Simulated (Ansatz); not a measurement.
Program: Ansatz. Geometries: PBE0-D4/def2-TZVP. ΔE: electronic, gas phase. CCSD(T)/CBS is the MP2 limit (def2-TZVPP, def2-QZVPP) plus CCSD(T) − MP2 in def2-TZVPP, frozen cores. DFT in def2-TZVPP. B3LYP here is the variant with VWN-RPA as its local correlation; programs differ in this. Elements past krypton have def2 core potentials. For Te outer-core shells are correlated without core-valence functions, which leaves a few kJ/mol of doubt a bond. Each species was taken in one conformer, which may not be the lowest.

Consider the substitution at a C–Si bond: `C[SiH2][Te]B(O)O` + `OB(S)Cl` → `CSB(O)Cl` + `OB(O)[Te][SiH3]`.

```
          level  ΔE (kJ/mol)
      r2SCAN-D4         51.5
            PBE         45.9
          B3LYP         48.5
CCSD/def2-TZVPP         54.9
```

(1) What does CCSD(T)/CBS give? (Estimate.)

Largest T1 diagnostic among the species: 0.012.

## Answers

(1) The calculation gave: +52.8 kJ/mol. The listed levels differ from it by -1.3, -6.9, -4.3, 2.1 kJ/mol.

From PBE to PBE0 (25 % exact exchange), in def2-TZVPP and without D4, ΔE moves by +3.3 kJ/mol.
